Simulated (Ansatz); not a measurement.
Reaction (formal hydrolysis of the Si–O bond): `F[SiH2]O[SiH2][SiH3]` + H₂O → `O[SiH2][SiH3]` + `O[SiH2]F`

Computed with Ansatz on PBE0-D4/def2-TZVP structures; ΔE is electronic, products minus reactants. CCSD(T)/CBS is the MP2 limit (def2-TZVPP, def2-QZVPP) plus CCSD(T) − MP2 in def2-TZVPP, frozen cores. This one scheme is used for every species. DFT in def2-TZVPP. B3LYP here is the variant with VWN-RPA as its local correlation; programs differ in this. One conformer a species, not always the lowest.

| level | ΔE (kJ/mol) |
| --- | --- |
| r2SCAN-D4 | 15.8 |
| PBE0-D4 | 18.1 |
| ωB97M-V | 17.1 |
| B3LYP | 12.2 |
| SCS-MP2/def2-TZVPP | 19.3 |
| CCSD/def2-TZVPP | 20.0 |
| CCSD(T)/def2-TZVPP | 19.8 |
| HF/def2-QZVPP | 20.9 |

(1) What does CCSD(T)/CBS give? (An estimate is asked.)

Largest T1 diagnostic among the species: 0.012.

## Answers

(1) The calculation gave: +22.3 kJ/mol. The listed levels differ from it by -6.5, -4.2, -5.2, -10.1, -3.0, -2.3, -2.5, -1.4 kJ/mol.

The D4 term adds +9.0 kJ/mol with B3LYP and +5.3 kJ/mol with PBE0; it sums over pairs of atoms, weighted by their polarisabilities, and B3LYP, whose exchange is more repulsive, gets the larger term. From PBE to PBE0 (25 % exact exchange), in def2-TZVPP and without D4, ΔE moves by +3.7 kJ/mol.
